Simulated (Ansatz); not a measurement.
## Energy profile

The step: SiH₂SF₂ ([F][SiH]([F])[SH]) + H₂ → SiH₂F₂ ([F][SiH2][F]) + H₂S; bonds formed: Si1–H7, S2–H6; bonds broken: Si1–S2, H6–H7 (atoms numbered as in the saddle structure below).

```
8
angstrom
Si -0.5194 0.2332 0.3882
S 1.6754 0.3804 -0.5874
F -2.0565 -0.1995 0.5902
F -0.7178 1.7783 0.1005
H 0.0278 -0.3114 1.6374
H 0.2024 -0.4152 -1.0964
H -0.7076 -0.7021 -1.0129
H 2.0956 -0.7635 -0.0194
```

Electronic energies by CCSD(T) at an estimated basis limit (MP2 extrapolated from triple and quadruple zeta, plus CCSD(T) − MP2 in triple zeta), on PBE0-D4/def2-TZVP structures; SiH$_{4}$SF$_{2}$, singlet; no counterpoise correction. Ansatz 0.2.0; basis: def2-TZVPP and def2-QZVPP; cores frozen in the correlated methods. Extrapolation: Hartree–Fock as exp(−7.88 √X), correlation as X^−2.97.

Give the profile in kJ/mol, counted from the separated reactants. (An estimate is asked for; the value comes from the calculation.)

Computed:
| point | kJ/mol |
| --- | --- |
| separated: SiH$_{2}$SF$_{2}$ (linked as [F][SiH]([F])[SH]; Si1, S2, F3, F4, H5, H8; singlet) + H$_{2}$ (H6, H7; singlet) | 0.0 |
| start structure | -3.3 |
| saddle | 235.1 |
| end structure | 33.0 |
| separated: SiH$_{2}$F$_{2}$ (linked as [F][SiH2][F]; Si1, F3, F4, H5, H7; singlet) + H$_{2}$S (S2, H6, H8; singlet) | 43.2 |

T1 diagnostic: at most 0.013.

For scale, one of the runs: CCSD(T)/def2-TZVPP, 202 basis functions, launched by `ansatz run in.yaml --threads 4 --pin off --events-out ev --progress --plain --max-ram 9574MiB`. Hardware: 4 CPU threads of an Arm Neoverse V2, shared host. Wall time 50 s; peak host memory 2.5 GiB.
